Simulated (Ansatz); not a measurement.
One change: `C=N[SiH2][SeH]` becomes `C=N[SiH2][TeH]`.

Ansatz, PBE0-D4/def2-TZVP geometries, multiplicity 1. Each molecule was computed in one conformer, which needn't be the lowest.

Elements past krypton have def2 core potentials. Scalar relativity is left out up to krypton. Spin–orbit coupling is left out; it splits and shifts lone-pair levels of the heavy atoms by tenths of an eV.

| property | `C=N[SiH2][SeH]` |
| --- | --- |
| LUMO energy (ωB97M-V/def2-TZVPP) / eV | 1.11 |
| HOMO energy (PBE0/def2-TZVPP) / eV | -7.11 |
| LUMO energy (PBE0/def2-TZVPP) / eV | -1.12 |
| HOMO energy (ωB97M-V/def2-TZVPP) / eV | -9.31 |
| HOMO–LUMO gap (B3LYP/def2-TZVPP) / eV | 5.51 |
| size of the dipole moment (ωB97M-V/def2-TZVPP) / D | 1.37 |

Q: Give the same properties after the change, and the shifts. (Estimate.)

A: The calculation gave: 
```json
{"property": "LUMO energy (ωB97M-V/def2-TZVPP) / eV", "`C=N[SiH2][TeH]`": "1.08", "shift": "-0.03"}
{"property": "HOMO energy (PBE0/def2-TZVPP) / eV", "`C=N[SiH2][TeH]`": "-6.62", "shift": "0.49"}
{"property": "LUMO energy (PBE0/def2-TZVPP) / eV", "`C=N[SiH2][TeH]`": "-1.14", "shift": "-0.02"}
{"property": "HOMO energy (ωB97M-V/def2-TZVPP) / eV", "`C=N[SiH2][TeH]`": "-8.70", "shift": "0.61"}
{"property": "HOMO–LUMO gap (B3LYP/def2-TZVPP) / eV", "`C=N[SiH2][TeH]`": "5.00", "shift": "-0.51"}
{"property": "size of the dipole moment (ωB97M-V/def2-TZVPP) / D", "`C=N[SiH2][TeH]`": "1.24", "shift": "-0.13"}
```

Dipoles are sizes alone; their direction can turn.

Positive LUMOs are unbound, so they and the gaps depend on the basis.

B3LYP here is the variant with VWN-RPA as its local correlation; programs differ in this.
